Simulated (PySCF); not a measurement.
# Bond lengths and vibrations by method: AlCFH3 cation

Calculated results; nothing here was measured. The program is PySCF 2.14.0, an open-source quantum chemistry code, run on an isolated molecule that a program drew, which may never have been made. The molecule is AlCFH3 cation (charge +1, singlet), drawn as the SMILES string `[CH3][Al+][F]`.

The geometry was optimised and harmonic frequencies were computed with HF and MP2, all in the cc-pV(D+d)Z basis, for the commonest isotopes, with a restricted reference for singlets and an unrestricted one otherwise, and a frozen core in MP2. Each result is a local minimum of its method.

Geometry at the HF minimum:
```xyz
6
AlCFH3 cation, angstrom
C     0.5165   -0.9687   -0.3690
Al    0.4272    0.9517   -0.4027
F     0.3525    2.5576   -0.4310
H     1.5538   -1.2753   -0.5188
H     0.1566   -1.3206    0.6001
H    -0.1119   -1.3642   -1.1697
```

Lengths of the bonds as drawn, in Å (atoms numbered as above):
```
bond,HF,MP2
C1-Al2,1.923,1.913
Al2-F3,1.608,1.634
C1-H4,1.092,1.104
C1-H5,1.092,1.104
C1-H6,1.092,1.104
```

Rotational constants, in GHz:
| constant | HF | MP2 |
|---|---|---|
| A | 156.4 | 153 |
| B | 4.564 | 4.521 |
| C | 4.564 | 4.521 |

Harmonic frequencies in cm^-1, each column in rising order, so a row needn't be the same motion in every method:
```
rank,HF,MP2
1,160,152
2,160,152
3,571,584
4,801,742
5,801,742
6,1003,968
7,1320,1213
8,1513,1412
9,1513,1412
10,3175,?
11,3292,3203
12,3292,3203
```

**Estimate the missing MP2 frequency from the HF column.**

A single factor s that minimises the squared misfit of MP2 against s times HF over the other rows is sum(HF x MP2) / sum(HF^2) = 0.9622, with an rms misfit of 34 cm^-1. For rank 10 it gives 0.9622 x 3175 = 3055 cm^-1. The calculation gives 3077 cm^-1, 22 cm^-1 above the estimate. The drawn bonds are on average 0.9 % longer in MP2 than in HF.
